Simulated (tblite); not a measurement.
Species: C6H8ClO2 (doublet state).
Atom-mapped SMILES: `[O:1]=[C:2]1[CH2:3][CH2:4][O:5][CH2:6][C:7]1[CH2:8][Cl:9]` (hydrogens: H10, H11 on C3; H12, H13 on C4; H14, H15 on C6; H16, H17 on C8)

A start from a force field or distance geometry was refined with GFN2-xTB geometry optimisation, gas phase in tblite 0.8.0. Values at the start:

```
 coordinate    start
      O1=C2  1.228 Å
      C2–C3  1.495 Å
      C2–C7  1.476 Å
      C3–C4  1.511 Å
     C3–H10  1.099 Å
      C4–O5  1.437 Å
     C4–H12  1.103 Å
      O5–C6  1.427 Å
      C6–C7  1.491 Å
     C6–H14  1.095 Å
     C6–H15  1.091 Å
      C7–C8  1.489 Å
     C8–Cl9  1.782 Å
     C8–H16  1.089 Å
   O1–C2–C7   119.4°
   C2–C7–C6   119.4°
   C2–C7–C8   119.9°
   C3–C2–C7   118.3°
   C3–C4–O5   108.1°
   C4–O5–C6   110.8°
   O5–C6–C7   111.8°
   C6–C7–C8   120.5°
O1–C2–C7–C6    -175°
C3–C4–O5–C6     -73°
C4–O5–C6–C7      55°
O5–C6–C7–C8     163°
```

Question: How do these coordinates change at the GFN2-xTB level?

Answer: 
| coordinate | GFN2-xTB (Å or °) | change |
| --- | --- | --- |
| C2–C7 | 1.436 | -0.040 |
| C8–Cl9 | 1.817 | +0.035 |
| O5–C6 | 1.399 | -0.028 |
| C4–O5 | 1.412 | -0.025 |
| C2–C3 | 1.517 | +0.022 |
| C7–C8 | 1.473 | -0.016 |
| C6–H14 | 1.110 | +0.015 |
| C3–C4 | 1.525 | +0.014 |
| C4–H12 | 1.092 | -0.011 |
| C6–C7 | 1.484 | -0.007 |
| C6–H15 | 1.098 | +0.007 |
| C3–H10 | 1.094 | -0.005 |
| C8–H16 | 1.090 | +0.001 |
| O1=C2 | 1.227 | -0.001 |
| O5–C6–C7 | 116.2 | +4.4 |
| O1–C2–C7 | 122.5 | +3.1 |
| C2–C7–C6 | 122.2 | +2.8 |
| C3–C2–C7 | 115.6 | -2.7 |
| C3–C4–O5 | 110.6 | +2.5 |
| C4–O5–C6 | 112.5 | +1.7 |
| C6–C7–C8 | 118.8 | -1.7 |
| C2–C7–C8 | 118.8 | -1.1 |
| C4–O5–C6–C7 | 40 | -15 |
| O5–C6–C7–C8 | 178 | +15 |
| C3–C4–O5–C6 | -65 | +8 |
| O1–C2–C7–C6 | 180 | -5 |

The energy falls by 3.8 kcal/mol over 75 L-BFGS steps, the largest force on an atom goes from 1.62 to 0.010 eV/Å, and the atoms move by 0.157 Å rms after alignment. The bond that changes most is C2–C7 (ends: carbon bonded to 2 C and O; carbon bonded to 3 C), which shortens by 0.040 Å. Bonds longer at the end by more than 0.005 Å: 6 of 17; shorter: 8. Among the dihedrals that turn most is H14–C6–C7–C2, from 100° to 116°. Rotational constants go from 2262, 950.9, 744.2 to 2141, 988.9, 763.3 MHz.

The run took 0.56 s of wall time on one thread, Arm Neoverse V1 (aarch64), no GPU, on a shared host.

Its GFN2-xTB frequencies are all real (lowest 26 cm⁻¹).

One conformer stands for the species.

The numbers are calculated, not measured.
